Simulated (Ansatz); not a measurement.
Consider the ligand exchange at a B–N bond: `NBN` + `[SiH3][SeH]` → `NB[Se][SiH3]` + NH₃.

Calculated with Ansatz (gas phase, PBE0-D4/def2-TZVP geometries, no zero-point term in ΔE). CCSD(T)/CBS adds triple-zeta CCSD(T) − MP2 to the extrapolated MP2 energy (def2 sets, frozen cores). This one scheme is used for every species. DFT in def2-TZVPP. B3LYP here is the variant with VWN-RPA as its local correlation; programs differ in this. For Se outer-core shells are correlated without core-valence functions, which leaves a few kJ/mol of doubt a bond. Scalar relativity is left out up to krypton. Each species was taken in one conformer, which may not be the lowest.

```json
{"level": "PBE-D4", "ΔE (kJ/mol)": "25.5"}
{"level": "B3LYP-D4", "ΔE (kJ/mol)": "33.6"}
{"level": "ωB97M-V", "ΔE (kJ/mol)": "34.1"}
{"level": "PBE", "ΔE (kJ/mol)": "30.9"}
{"level": "CCSD/def2-TZVPP", "ΔE (kJ/mol)": "31.1"}
{"level": "SCS-MP2/def2-QZVPP", "ΔE (kJ/mol)": "28.1"}
{"level": "MP2/CBS(def2)", "ΔE (kJ/mol)": "21.6"}
{"level": "CCSD/CBS(def2)", "ΔE (kJ/mol)": "30.1"}
```

What does CCSD(T)/CBS give? (Estimate.)

Ansatz gave: +25.7 kJ/mol. The listed levels differ from it by -0.2, 7.9, 8.4, 5.2, 5.4, 2.4, -4.1, 4.4 kJ/mol.

Largest T1 diagnostic among the species: 0.011.

In def2-TZVPP, CCSD(T) changes the Hartree–Fock value by −22.1 kJ/mol (the triples alone add −4.4 kJ/mol) and MP2 by −26.1 kJ/mol. The D4 term adds −8.8 kJ/mol with B3LYP and −4.8 kJ/mol with PBE0; it sums over pairs of atoms, weighted by their polarisabilities, and B3LYP, whose exchange is more repulsive, gets the larger term.
